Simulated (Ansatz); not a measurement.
`C=NCO[SiH3]` and `BCN=C` differ in one atom or group.

Ansatz, PBE0-D4/def2-TZVP geometries, multiplicity 1. Each molecule was computed in one conformer, which needn't be the lowest.

```csv
property,`C=NCO[SiH3]`
LUMO energy (PBE0/def2-TZVPP) / eV,-0.32
HOMO–LUMO gap (ωB97M-V/def2-TZVPP) / eV,11.91
size of the dipole moment (B3LYP/def2-TZVPP) / D,0.88
HOMO energy (PBE/def2-TZVPP) / eV,-6.19
HOMO–LUMO gap (PBE/def2-TZVPP) / eV,4.73
HOMO energy (ωB97M-V/def2-TZVPP) / eV,-10.08
```

Q: What does the change do to each property? (Estimate.)

A: Computed: 
```json
{"property": "LUMO energy (PBE0/def2-TZVPP) / eV", "`BCN=C`": "-1.42", "shift": "-1.10"}
{"property": "HOMO–LUMO gap (ωB97M-V/def2-TZVPP) / eV", "`BCN=C`": "10.29", "shift": "-1.62"}
{"property": "size of the dipole moment (B3LYP/def2-TZVPP) / D", "`BCN=C`": "1.58", "shift": "0.70"}
{"property": "HOMO energy (PBE/def2-TZVPP) / eV", "`BCN=C`": "-5.93", "shift": "0.26"}
{"property": "HOMO–LUMO gap (PBE/def2-TZVPP) / eV", "`BCN=C`": "3.44", "shift": "-1.29"}
{"property": "HOMO energy (ωB97M-V/def2-TZVPP) / eV", "`BCN=C`": "-9.78", "shift": "0.30"}
```

With PBE0 the HOMO rises by 0.30 eV and the LUMO falls by 1.10 eV, so the gap narrows by about 1.40 eV. PBE moves the HOMO by 0.26 eV and ωB97M-V by 0.30 eV. Dipoles are sizes alone; their direction can turn.

B3LYP here is the variant with VWN-RPA as its local correlation; programs differ in this.
